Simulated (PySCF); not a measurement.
## C3H9FSi2: full NMR table

- Formula: C3H9FSi2
- SMILES: FC/C([SiH3])=C\[SiH3]
- InChI: InChI=1S/C3H9FSi2/c4-1-3(6)2-5/h2H,1H2,5-6H3/b3-2+
- Point group of the computed structure: C1
- Degrees of unsaturation: 1
- Carbon signals: 3
- Proton signals: 4

Atoms are numbered as in `[F:1][CH2:2]/[C:3]([SiH3:4])=[CH:5]\[SiH3:6]`; H(Xn) means a hydrogen on atom n.

[PySCF: coordinates at the GFN2-xTB level; σ from GIAO-PBE0/pcSseg-1; isolated molecule; no relativistic terms; single conformer; equivalent nuclei averaged]

Scale: $^{1}$H, $^{13}$C, $^{29}$Si vs TMS; CFCl3 for $^{19}$F (reference shieldings calculated alike).

```tsv
carbon	δC, type	δH (multiplicity)	HMBC from (2–3 bonds)	span of the C tensor (ppm)
C2	89.7, CH2	5.47 (m)	H(C5), H(Si4)	83
C3	174.7, C	–	H(C5), H(C2), H(Si4), H(Si6)	242
C5	136.8, CH	6.79 (m)	H(C2), H(Si4), H(Si6)	243
```

Other nuclei:
| atoms | nucleus | environment | δ (ppm) | σ (ppm) |
| --- | --- | --- | --- | --- |
| H(Si4) | $^{1}$H | hydrogen on a silicon bonded to C | 4.27 | 27.44 |
| H(Si6) | $^{1}$H | hydrogen on a silicon bonded to C | 4.00 | 27.72 |
| F1 | $^{19}$F | fluorine on an sp3 carbon | -254.1 | 425.1 |
| Si4 | $^{29}$Si | silicon bonded to C, 3 H | -70.5 | 419.7 |
| Si6 | $^{29}$Si | silicon bonded to C, 3 H | -93.2 | 442.3 |

Carbon types of the structure: 1 × C, 1 × CH, 1 × CH2, leaving 6 H on heteroatoms. δC 174.7: fully substituted alkene carbon. δC 136.8: alkene CH; the olefinic region. δC 89.7: allylic sp3 CH2 bonded to F; the inductive effect lowers its shielding. δH 6.79: hydrogen on an alkene CH; a vinylic proton, deshielded by the sp2 carbon and the C=C anisotropy. δH 5.47: hydrogen on an allylic sp3 CH2 bonded to F; its carbon carries F, which withdraws density.

Splittings by $^{19}$F in the carbon and heteronuclear signals aren't shown, as no couplings were computed. Shifts are as computed. Against solution values, carbons near 30 ppm lie about +3 ppm off and those near 130 ppm about +5 ppm. Of 1211 compounds with measured shifts, 218 miss one by over three times the rms of a fit or turn the order of signals round; such compounds aren't used in these exercises. Unscaled 19F shifts against computed CFCl3 carry errors that often reach 10 to 50 ppm. No couplings were computed; multiplicities are counted from neighbouring protons, with m where these are inequivalent, close in shift, in a saturated or five-membered ring or joined by F or P, and br s for small geminal =CH2 splittings.
